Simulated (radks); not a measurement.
Problem. Ce4+, configuration [Kr] 4d10 5s2 5p5 6s1 (not the ground configuration). Calculated with a radial shooting solver on a logarithmic mesh with Libxc functionals: scalar-relativistic Kohn-Sham, SOGGA, spin-polarised, spherical densities, finite nucleus; open shells are filled with parallel spins first (spin-orbit coupling, left out, can overturn this in heavy ions); Fermi nuclear charge, rms radius 4.8771 fm. Some entries of the table are withheld. Estimate them.

orbital,occ.,eigenvalue (eV),<r^2> (bohr^2)
1s up,1,-40298.18,0.0008214
1s down,1,-40298.07,0.0008214
2s up,1,-6495.641,0.01307
2s down,1,-6495.582,0.01307
2p up,3,-5824.020,0.01042
2p down,3,-5823.937,0.01042
3s up,1,-1439.540,0.08880
3s down,1,-1439.451,0.08880
3p up,3,-1225.900,0.08881
3p down,3,-1225.802,0.08880
3d up,5,-922.0176,0.07585
3d down,5,-921.9247,0.07585
4s up,1,-331.1454,0.4552
4s down,1,-330.9623,0.4550
4p up,3,-261.0762,0.5124
4p down,3,-260.8815,0.5120
4d up,5,-160.0721,0.6274
4d down,5,-159.8211,0.6256
5s up,1,-83.8693,2.331
5s down,1,-82.7593,2.319
5p up,3,-64.6577,2.932
5p down,2,-63.4540,2.914
5d up,0,(1),4.782
5d down,0,(2),4.731
6s up,1,-32.0306,10.06
6s down,0,-30.4823,9.969
6p up,0,-26.2330,12.88
7s up,0,-16.5275,30.83

Solution. 
(1) 5d up eigenvalue (eV): -39.1560
(2) 5d down eigenvalue (eV): -37.8025
